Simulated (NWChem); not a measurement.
System: C5H5F; SMILES FC1=CCC=C1

```xyz
11

F      0.0196    -2.0643     0.0000
C     -0.0373    -0.7409     0.0000
C     -1.1487     0.0194     0.0000
C     -0.7031     1.4463     0.0000
C      0.7931     1.3683     0.0000
C      1.1726     0.0745     0.0000
H     -2.1797    -0.3300     0.0000
H     -1.0755     2.0014     0.8815
H     -1.0755     2.0014    -0.8815
H      1.4501     2.2388     0.0000
H      2.1862    -0.3282     0.0000
```
Atoms are numbered in this order, from 1.

Level: PBE0/def2-SVP (NWChem), optimised geometry, unscaled harmonic frequencies. 

Question: List the harmonic frequencies with IR intensities, and the thermochemistry.

Answer: 
```
frequency (cm⁻¹)  IR intensity (km/mol)
----------------  ---------------------
265                                 3.4
370                                 5.8
419                                 1.4
612                                16.2
628                                 9.6
693                                 2.9
783                                40.4
804                                 3.5
906                                27.1
938                                23.0
956                                 0.0
962                                12.4
1008                                7.6
1076                                4.6
1108                                0.2
1231                                4.8
1272                               32.4
1320                               16.3
1376                               31.4
1443                               85.8
1622                                4.9
1729                              105.0
3049                                3.7
3091                                1.8
3242                                0.5
3264                                1.2
3275                                1.3
```

| Item | Value |
|---|---|
| zero-point energy | 53.5 kcal/mol |
| thermal correction to the enthalpy at 298.15 K (with zero-point energy) | 57.1 kcal/mol |
| heat capacity Cv | 18.3 cal/(mol K) |
| entropy at 298.15 K and 1 atm (symmetry number 1) | 71.1 cal/(mol K) |
| dipole moment | 1.83 D |

Rigid rotor and harmonic oscillator.
